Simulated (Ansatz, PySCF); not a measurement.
Molecule: sum formula H₂GeOCl, charge -1, multiplicity 1. It need not be the lowest isomer of its formula. Whether it binds its extra electron was not tested at this geometry. 
Geometry from a B3LYP-D3(BJ)/def2-TZVP (Ansatz, a program for electronic structure) optimisation:
```
Ge
O 1 1.6775
H 1 1.5708 2 118.38
H 1 1.5708 3 106.28 2 136.11
Cl 1 2.3290 3 97.64 4 100.31
```
Charge -1, spin multiplicity 1.

Total electronic energies in hartree. Cores are frozen in the correlated levels unless marked. Spin-orbit coupling is left out. The frozen core is the preceding noble-gas configuration, with the filled d and f shells of earlier blocks. Non-relativistic. CBS marks a two-point X^-3 extrapolation of the correlation energy; Hartree-Fock from the larger set. [CCSD(T)-MP2]/basis is that difference in the basis named.

| level | program | energy (Eh) |
|---|---|---|
| HF/def2-SVPD | Ansatz | -2610.50438 |
| HF/def2-QZVPP | Ansatz | -2611.06609 |
| BP86-D4/def2-TZVPD | PySCF + dftd4 | -2614.10184 |
| BP86/def2-TZVPD | PySCF | -2614.09605 |
| TPSS-D4/def2-TZVPD | PySCF + dftd4 | -2613.78860 |
| B97M-V/def2-TZVPD | Ansatz | -2613.24853 |
| PBE0/def2-QZVPP | Ansatz | -2613.33919 |
| r2SCAN0/def2-TZVPD | Ansatz | -2613.66110 |
| wB97M-V/def2-TZVPD | Ansatz | -2613.61100 |
| B2GP-PLYP-D4/def2-TZVPD | Ansatz + dftd4 | -2612.98097 |
| RPA@PBE/def2-QZVPP | Ansatz | -2612.01368 |
| MP2/STO-3G | Ansatz | -2581.31119 |
| SCS-MP2/STO-3G | Ansatz | -2581.31455 |
| SCS-MP2/def2-TZVPP | Ansatz | -2611.56849 |
| RI-MP2/CBS(def2-TZVPPD,def2-QZVPPD)+[CCSD(T)-MP2]/def2-TZVPPD | Ansatz | -2611.7709 |

Totals of different functionals don't rank their quality; only differences between species are comparable.
